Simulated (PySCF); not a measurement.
# Exercise with solution: chemical shift, span and skew from a shielding tensor

C2H8GeN2, SMILES [NH2][GeH]([NH2])[CH]=C. Atoms are numbered in the order given.

```xyz
13

Ge     0.1430     0.0213    -0.3393
N      1.4539    -1.2647    -0.2482
N      0.9708     1.6710    -0.4802
C     -1.0249    -0.2249     1.2067
C     -2.3413    -0.4320     1.0840
H     -0.7079    -0.1116    -1.6195
H      1.6175    -1.6570     0.6757
H      2.3423    -1.0025    -0.6701
H      1.4495     1.9856     0.3627
H      0.3627     2.4227    -0.8026
H     -0.5902    -0.1739     2.2144
H     -2.8250    -0.4914     0.1015
H     -3.0010    -0.5553     1.9511
```
Charge 0, spin multiplicity 1.

Geometry optimised at B3LYP-D3(BJ)/def2-SVP. One conformer was computed; it need not be the lowest.

GIAO shieldings from PBE/pcSseg-1 run with PySCF, non-relativistic, no solvent. The symmetric part of the tensor of N2 has the principal values 200.4, 255.6, 279.4 ppm. The same nucleus in NH3 has σ = 267.0 ppm at this level (PySCF, at its B3LYP-D3(BJ)/def2-TZVP geometry).

### Question
Work out the isotropic shielding, the ¹⁵N shift against NH3, the span and the skew.

### Answer

σ(iso) = (σ11 + σ22 + σ33)/3 = 245.1 ppm. δ = σ(ref) − σ(iso) = 267.0 − (245.1) = 21.9 ppm.
Span Ω = σ33 − σ11 = 79.0 ppm. Skew κ = 3(σ(iso) − σ22)/Ω = -0.40. Tumbling in solution averages the tensor to δ; in a static solid the shielding alone would spread this spin-1/2 line over Ω.
